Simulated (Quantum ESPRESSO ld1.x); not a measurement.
Problem. These are the eigenvalues of the occupied orbitals of an atom or ion with whole-number occupations (hartree). Method: scalar-relativistic Kohn-Sham, LDA (Slater exchange, VWN5 correlation), spin-polarised, spherical densities, point nucleus; computed with ld1.x of Quantum ESPRESSO 7.5.

| orbital | eigenvalue |
|---|---|
| 1s up | -1018.05 |
| 1s down | -1017.53 |
| 2s up | -239.189 |
| 2s down | -238.339 |
| 2p up | -229.864 |

Which element is it, and in what charge state? The configuration may be excited. Open shells, if any, are filled with parallel spins first.

Solution. Z = 46, palladium, charge +41: Pd41+ in [He] 2s2 2p1. The list shows which subshells hold electrons but not how many an open one holds; the 1s level, -1018.1 hartree, gives Z - s = 45.1 by -(Z - s)^2/2, which with screening and relativity narrows Z to a few neighbours, and the depths of the outer levels then fix element, charge and occupations together.
